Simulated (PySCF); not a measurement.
AlBFH2O, AlB2H2O, BF2O (calculated)

Computed with PySCF 2.14.0. Calculation on a computer-drawn molecule: optimised geometry and harmonic frequencies of an isolated molecule of the commonest isotopes, restricted reference for singlets and unrestricted otherwise, frozen core in MP2.

Common to all runs: multiplicity 1.

(1) AlBFH2O

Start structure:
```xyz
6
AlBFH2O
O      1.5128     2.3786    -0.6568
B      1.0757     1.4305     0.0022
Al     0.2436    -0.2330     1.2163
F      1.1564    -1.5115     0.7818
H      2.1560     2.6571    -1.3039
H     -0.9325    -0.0013     2.1851
```

It was run with charge 1, method MP2 and basis cc-pV(D+d)Z.

It finds rotational constants 17.28, 2.496, 2.181 GHz; total energy -442.4090 hartree; convergence status largest gradient component 2.545e-05 hartree/bohr.

Drawn bonds:
```csv
atom,other atom,order
1,2,1
2,3,1
3,4,1
1,5,1
3,6,1
```

Optimised structure:
```xyz
6
AlBFH2O
O      1.5418     2.3419    -0.6717
B      1.0904     1.3946    -0.0003
Al     0.2421    -0.2454     1.2210
F      1.1430    -1.5681     0.8100
H      2.1323     2.7680    -1.3151
H     -0.9376     0.0295     2.1808
```

Modes:
```csv
frequency (cm⁻¹),reduced mass (dalton)
111.2,6.883
150.3,1.483
207.4,1.212
250.5,2.332
318.6,7.275
403.3,8.251
472.6,1.394
605.8,1.131
868.7,16.72
1775,8.864
2118,1.047
3820,1.081
```

(2) AlB2H2O

Start structure:
```xyz
6
AlB2H2O
O     -0.8613    -3.2698    -0.2618
B     -0.5080    -2.1515    -0.3894
B     -0.1141    -0.5121    -0.4648
Al    -1.2008     0.9084     0.7610
H      0.7399    -0.0641    -1.1603
H     -1.9608     1.9450     1.6245
```

Here we set charge 1, method MP2 and basis cc-pV(D+d)Z.

Results for AlB2H2O: rotational constants 24.3, 2.251, 2.061 GHz; total energy -367.4284 hartree; convergence status largest gradient component 2.598e-05 hartree/bohr.

Drawn bonds:
```csv
atom,other atom,order
1,2,2
2,3,1
3,4,1
3,5,1
4,6,1
```

Optimised structure:
```xyz
6
AlB2H2O
O     -0.8636    -3.2975    -0.2643
B     -0.5127    -2.1353    -0.3825
B     -0.1165    -0.5090    -0.4621
Al    -1.1938     0.9122     0.7548
H      0.7450    -0.0573    -1.1636
H     -1.9634     1.9428     1.6268
```

Modes:
```csv
frequency (cm⁻¹),reduced mass (dalton)
98.32,6.122
273,3.476
348.3,1.902
376.1,1.118
415.4,2.747
548.4,4.16
683,1.776
785.4,2.38
939.1,1.758
1933,12.12
2088,1.047
2730,1.093
```

(3) BF2O

Start structure:
```xyz
4
BF2O
O      0.9752     2.5095    -0.9304
B      1.3121     1.3627    -1.0411
F      1.1515     0.3710    -2.0429
F      2.0945     0.5261     0.0438
```

Here we set charge -1, method HF and basis aug-cc-pVDZ.

Drawn bonds:
```csv
atom,other atom,order
1,2,1
2,3,1
2,4,1
```

Question: What rotational constants does the calculation give for BF2O (entry 3)?
Answer: 10.64, 10.09, 5.179 GHz

Further results for BF2O (entry 3):

- total energy: -298.6586 hartree
- convergence status largest gradient component: 2.665e-05 hartree/bohr

Optimised structure:
```xyz
4
BF2O
O      0.9814     2.4950    -0.9341
B      1.3522     1.2933    -0.9881
F      1.1461     0.3962    -2.0418
F      2.0536     0.5847    -0.0065
```

Modes:
```csv
frequency (cm⁻¹),reduced mass (dalton)
494.3,17.56
523.9,16.98
768.4,11.77
838.4,17.05
1077,12.18
1721,12.27
```
